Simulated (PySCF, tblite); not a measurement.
A database entry of computed molecular properties. Lists by class give the value and the number of equivalent atoms.

```json
{
 "formula": "C4H9NOSi",
 "smiles": "C=CC[SiH2]NC=O",
 "charge": 0,
 "multiplicity": 1,
 "geometry_level": "GFN2-xTB",
 "electronic_structure_code": "PySCF",
 "results": {
  "GFN2-xTB geometry": {
   "point_group": "C1",
   "rotational_constants_GHz": [5.374, 1.024, 0.965]
  },
  "CAM-B3LYP/def2-SVPD ground state and vertical TDDFT (core frozen in the response)": {
   "dipole_D": 3.64,
   "homo_eV": -8.67,
   "lumo_eV": 0.86,
   "S1_eV": 5.7,
   "strongest_line_of_8_singlets_eV": 6.75,
   "T1_tda_eV": 4.31,
   "polarisability_au": 85.0,
   "r2_bohr2_about_centre_of_nuclear_charge": 1237.1,
   "singlets_eV_and_f": [
    [5.7, 0.001],
    [6.75, 0.264],
    [6.98, 0.148],
    [7.18, 0.067],
    [7.23, 0.003],
    [7.29, 0.024],
    [7.66, 0.104],
    [7.74, 0.014]
   ],
   "triplets_tda_eV": [4.31, 5.2, 5.51]
  },
  "PBE0/pcSseg-1 ground state and GIAO shieldings, non-relativistic": {
   "shift_vs_computed_TMS_C_by_class_ppm": [
    [168.2, 1],
    [141.7, 1],
    [121.4, 1],
    [22.1, 1]
   ],
   "shift_vs_computed_TMS_H_by_class_ppm": [
    [8.43, 1],
    [6.08, 1],
    [5.42, 1],
    [5.3, 1],
    [4.91, 2],
    [4.42, 1],
    [1.75, 2]
   ],
   "shielding_other_nuclei_by_class_ppm": [
    ["N", 144.4, 1],
    ["O", -113.9, 1],
    ["Si", 383.1, 1]
   ]
  },
  "GFN2-xTB harmonic vibrations, gas phase": {
   "strongest_ir_bands_cm-1_km_per_mol_modes": [
    [1337.4, 245.0, 1],
    [1371.9, 185.3, 1],
    [1741.9, 479.2, 1],
    [2285.7, 306.5, 1],
    [2303.2, 194.7, 1],
    [2789.1, 171.8, 1]
   ],
   "zpe_kcal_per_mol": 75.7
  }
 }
}
```

The 8 singlets span 5.70 to 7.74 eV, and their oscillator strengths add up to 0.62. No computed singlet falls in the visible range (750 to 380 nm, 1.65 to 3.26 eV); S1 lies 2.44 eV above its blue end.

 NMR classes are plain means over equivalent atoms (diastereotopic ones count apart unless rotation or inversion swaps them), as if these changed places fast; in this geometry the members of some classes differ.

The values belong to the conformer `[CH2:1]=[CH:2][CH2:3][SiH2:4][NH:5][CH:6]=[O:7]`: C1–C2–C3–Si4 -99°, C2–C3–Si4–N5 -58°, C3–Si4–N5–C6 -179°, Si4–N5–C6–O7 0°.
